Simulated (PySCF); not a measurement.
C2H5AlCl2O. Atoms are numbered in the order given.

```xyz
11

Al    -0.1058     0.4641     0.1592
Cl     1.2010     0.9441    -1.3984
Cl    -1.4986     1.8656     0.8073
O     -0.0593    -1.0338     0.9125
C      0.5733    -2.2713     0.7427
C      0.2007    -2.9246    -0.5720
H      1.6713    -2.1531     0.8042
H      0.2774    -2.9209     1.5844
H      0.5317    -2.3077    -1.4231
H      0.6738    -3.9138    -0.6688
H     -0.8899    -3.0576    -0.6416
```

The structure is a stationary point at PBE0-D3(BJ)/def2-SVP. Other conformers were not sampled.

Calculation: IEF-PCM-ωB97X/def2-SVP (PySCF).

The values are the electrostatic part of the solvation free energy, E(continuum) − E(gas) at the gas-phase geometry, in a cavity of scaled van der Waals radii (PySCF's table); cavitation and dispersion terms are not included. A continuum can't describe solvent molecules that bind to the metal. In vacuum the orbital gap is 12.24 eV. The dipole moment in vacuum is 2.02 D.

| solvent | ε | ΔG(elec) (kcal/mol) | dipole (D) | gap (eV) |
|---|---|---|---|---|
| water | 78.36 | -6.0 | 2.35 | 12.40 |
| chlorobenzene | 5.70 | -4.5 | 2.29 | 12.35 |
| n-hexane | 1.88 | -2.1 | 2.16 | 12.28 |
